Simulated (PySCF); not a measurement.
## Working out the ionisation energy of Ru

Ru [Kr] 4d7 5s1 (5F) → Ru⁺ [Kr] 4d7 (4F). All numbers are calculated (PySCF 2.14, the spin-free X2C one-electron Hamiltonian (Gaussian nucleus), in aug-cc-pVTZ-DK). Frozen: [Kr]. Energies in hartree (1 hartree = 27.21139 eV):

```
             part    Ru (lower)   Ru⁺ (upper)
              UHF  -4527.855988  -4527.624610
MP2 opposite-spin     -0.106358     -0.092841
    MP2 same-spin     -0.084761     -0.065644
```

Problem. What does Hartree-Fock give?

Solution. (-4527.624610) − (-4527.855988) = 0.231378 hartree = 6.296 eV.

Problem. What do MP2 and SCS-MP2 (6/5 opposite-spin, 1/3 same-spin) give?

Solution. The opposite-spin parts differ by 0.368 eV and the same-spin parts by 0.520 eV. MP2: 6.296 + (0.368) + (0.520) = 7.184 eV. SCS-MP2: 6.296 + 1.2 × (0.368) + (0.520)/3 = 6.911 eV.

Measured between the centres of the two terms (NIST): 7.365 eV, so MP2 (valence) is off by -0.181 eV.

What remains against the reference includes basis incompleteness, the frozen core and correlation beyond second order.
